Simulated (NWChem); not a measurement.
System: GeHClF2; SMILES [GeH]([Cl])([F])[F]

Parts of the log:

```
             Northwest Computational Chemistry Package (NWChem) 7.3.0
             --------------------------------------------------------

 CS  symmetry detected

                             Geometry "geometry" -> ""
                             -------------------------

 Output coordinates in angstroms (scale by  1.889725989 to convert to a.u.)

  No.       Tag          Charge          X              Y              Z
 ---- ---------------- ---------- -------------- -------------- --------------
    1 Ge                  32.0000     0.29467065    -0.32368076     0.00000000
    2 F                    9.0000    -0.46540597    -1.03873996    -1.36568200
    3 F                    9.0000    -0.46540597    -1.03873996     1.36568200
    4 Cl                  17.0000    -0.16691028     1.74602341     0.00000000
    5 H                    1.0000     1.78532160    -0.62729436     0.00000000

 Effective nuclear repulsion energy (a.u.)     398.3891542132

      Symmetry information
      --------------------

 Group name             Cs
 Group number              2
 Group order               2
 No. of unique centers     4

                                 NWChem DFT Module
                                 -----------------

 Summary of "ao basis" -> "ao basis" (spherical)
 ------------------------------------------------------------------------------
       Tag                 Description            Shells   Functions and Types
 ---------------- ------------------------------  ------  ---------------------
 Ge                         pcseg-1                 11       27   5s4p2d
 F                          pcseg-1                  6       14   3s2p1d
 Cl                         pcseg-1                  8       18   4s3p1d
 H                          pcseg-1                  3        5   2s1p

      Symmetry analysis of basis
      --------------------------

        a'         50
        a"         28

            General Information
            -------------------
          SCF calculation type: DFT
          Wavefunction type:  closed shell.
          No. of atoms     :     5
          No. of electrons :    68
           Alpha electrons :    34
            Beta electrons :    34
          Charge           :     0
          Spin multiplicity:     1
          Use of symmetry is: on ; symmetry adaption is: on
          Maximum number of iterations: 150
          AO basis - number of functions:    78
                     number of shells:    34
          Convergence on energy requested:  1.00D-06
          Convergence on density requested:  1.00D-05
          Convergence on gradient requested:  5.00D-04

              XC Information
              --------------
                         PBE0 Method XC Functional
                     Hartree-Fock (Exact) Exchange  0.250
          PerdewBurkeErnzerhof Exchange Functional  0.750
            Perdew 1991 LDA Correlation Functional  1.000 local
           PerdewBurkeErnz. Correlation Functional  1.000 non-local

             Grid Information
             ----------------
          Grid used for XC integration:  medium
          Radial quadrature: Mura-Knowles
          Angular quadrature: Lebedev.
          Tag              B.-S. Rad. Rad. Pts. Rad. Cut. Ang. Pts.
          ---              ---------- --------- --------- ---------
          Ge                  1.25      112           8.0       590
          F                   0.50       49           9.0       434
          Cl                  1.00       88          10.0       590
          H                   0.35       45          10.0       434
          Grid pruning is: on
          Number of quadrature shells:   294
          Spatial weights used:  Erf1

      Superposition of Atomic Density Guess
      -------------------------------------

 Sum of atomic energies:       -2733.66740407

      Non-variational initial energy
      ------------------------------

 Total energy =   -2734.198624
 1-e energy   =   -4603.134258
 2-e energy   =    1470.546480
 HOMO         =      -0.435799
 LUMO         =       0.014598

      Symmetry analysis of molecular orbitals - initial
      -------------------------------------------------

  Numbering of irreducible representations:

     1 a'          2 a"

  Orbital symmetries:

     1 a'          2 a'          3 a'          4 a'          5 a'
     6 a"          7 a'          8 a"          9 a'         10 a'
    11 a'         12 a"         13 a'         14 a'         15 a"
    16 a'         17 a'         18 a"         19 a'         20 a'
    21 a"         22 a'         23 a"         24 a'         25 a'
    26 a"         27 a'         28 a'         29 a"         30 a"
    31 a'         32 a'         33 a"         34 a'         35 a'
    36 a"         37 a'         38 a'         39 a'         40 a'
    41 a'         42 a"         43 a"         44 a'

     ---------------------------------------------
      Total Density - Mulliken Population Analysis
     ---------------------------------------------

    Atom       Charge   Shell Charges
 -----------   ------   -------------------------------------------------------
    1 Ge  32    30.27   2.00  2.00  2.00  0.74  0.30  6.00  5.98  0.67  0.37 10.02  0.18
    2 F    9     9.69   2.00  0.97  0.99  3.61  2.13  0.00
    3 F    9     9.69   2.00  0.97  0.99  3.61  2.13  0.00
    4 Cl  17    17.40   2.00  2.00  1.22  0.72  5.99  3.91  1.55  0.01
    5 H    1     0.95   0.66  0.28  0.01

[...]
```

Level: PBE0/pcseg-1. Geometry: optimised at PBE0/def2-SVP.

Reconstruct the input file.

This is not unique; one that fits is the input that was run:
```
start job
memory heap 200 mb stack 900 mb global 1100 mb
geometry units angstroms noautoz
  Ge     0.273923     0.371297     0.000000
  F     -0.506625     1.063952    -1.365682
  F     -0.506625     1.063952     1.365682
  Cl    -0.127279    -1.710954     0.000000
  H      1.755115     0.718128     0.000000
end
basis spherical
  * library pcseg-1
end
dft
  xc pbe0
  iterations 150
  mulliken
end
task dft energy
```
